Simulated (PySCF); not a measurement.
Level of theory: B3LYP-D3(BJ)/def2-TZVPD in PySCF. Gas-phase values, no solvent. One relaxed conformer stands for a flexible species; it need not be the lowest. B3LYP has the VWN-RPA correlation part, as in Gaussian. 

Reference species (SMILES): `[SiH3][Al-][SiH3]` (lower singlet) (charge -1, multiplicity 1).

```json
{
  "HOMO": "-0.61 eV"
}
```

Changed species: `[Al-]([SiH3])[SH]` (lower singlet; Si–Al–S–H torsion 180°) (X = mercapto, multiplicity 1; the reference has X = silyl, multiplicity 1).

### Question
What does the change do to the HOMO?

### Answer
the HOMO goes up by 0.14 eV, to -0.47 eV.
